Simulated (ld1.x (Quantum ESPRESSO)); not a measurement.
The numbers below are computed, except where a source is named.
Potentials for antimony compared

Generated with ld1.x 7.5 (TM, RRKJ, ultrasoft, PAW), atompaw 4.2 or ONCVPSP 4.0.1. The cutoff is in Ry: for ld1.x and atompaw files where the sum of valence levels is converged to 10 mRy in a Bessel basis, for ONCV files where the hardest occupied wave has 1 mHa per electron of residual kinetic energy. The error is the largest all-electron minus pseudo excitation energy over each file’s own four to seven test configurations (ionisations up to +4, promotions, holes and added fractions of an electron), all of which were solved. The labels leave out finer settings (local radius, basis sizes, second energies), which also bear on the numbers. Spin-polarised tests are not counted. The rows are a selection from randomly drawn settings: files with unsolved tests, undetermined cutoffs or missed reference levels are left out.

A true bound ghost makes a file unfit for plane-wave use even where its test errors are small: the radial tests pick states by their node count and pass the ghost by.

| potential | cutoff (Ry) | largest error (meV) | bound ghosts |
| --- | --- | --- | --- |
| TM, LDA (PZ), fully relativistic, rc 1.55/1.95 (sp), local s, core correction no, reference 5s2 5p1.5 | 50 | +80 | d |
| RRKJ, revPBE, non-relativistic, rc 2.05/1.80/1.45 (spd), local s, core correction no, reference 4d10 5s1.5 5p3.5 | 80 | -356 | none |
| TM, LDA (PZ), scalar-relativistic, rc 1.95/1.95 (sp), local s, core correction yes, reference 5s2 5p3 | 25 | -475 | none |
| TM, PBE, scalar-relativistic, rc 1.65/1.70/1.60 (spd), local smoothed, core correction yes, reference 4d10 5s2 5p3 | 90 | +265 | s |
| TM, Wu–Cohen, scalar-relativistic, rc 1.80/2.40/2.10 (spd), local smoothed, core correction yes, reference 5s2 5p1.5 | 25 | -322 | none |

Fill in the row for Sb: TM, PBE, scalar-relativistic, rc 1.45/1.75/1.50 (spd), local p, core correction no, reference 5s2 5p3.

cutoff 55 Ry, largest error +146 meV, bound ghosts: s.

Fill in the row for Sb: TM semilocal, LDA (PZ), scalar-relativistic, rc 1.55/2.35/1.65 (spd), local p, core correction no, reference 4d10 5s2 5p1.

cutoff 90 Ry, largest error -266 meV, bound ghosts: none.
